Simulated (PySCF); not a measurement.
# [AsS2]+: from structure and modes to constants

Computed with PySCF, PBE0, basis As def2-TZVP, S def2-TZVP (no relativity, density fitting).

The singlet minimum has D∞h symmetry. Masses (u): As 74.92160, S 31.97207.

```xyz
3
charge 1 multiplicity 1, angstrom
As    0.0000    0.0000    0.0000
S     0.0000    0.0000    1.9526
S     0.0000    0.0000   -1.9526
```

Harmonic wavenumbers (cm⁻¹): 118.9 (πu, ×2), 534.6 (σg+, ×1), 723.1 (σu+, ×1).

(1) Find the principal moments of inertia and the rotational constants. What kind of rotor is it?

(2) What is the harmonic zero-point energy?

(3) Find the bond force constant k and the stretch–stretch coupling k′ of the valence force field.

## Answers

(1) About the centre of mass I = 243.8 u Å². With B = 16.8576/I this gives 0.06915 cm⁻¹. The molecule is linear.

(2) Half the sum of all 4 wavenumbers, 1495/2 = 748 cm⁻¹, which is 8.9 kJ/mol (1 cm⁻¹ = 0.0119627 kJ/mol).

(3) For linear XMX, 4π²c²ω(σg)² = (k + k′)/mX and 4π²c²ω(σu)² = (k − k′)(1 + 2mX/mM)/mX. So k + k′ = 5.384 and k − k′ = 5.314 mdyn/Å, giving k = 5.349 and k′ = 0.035 mdyn/Å.

Only a few start shapes were tried, so a lower isomer may exist.
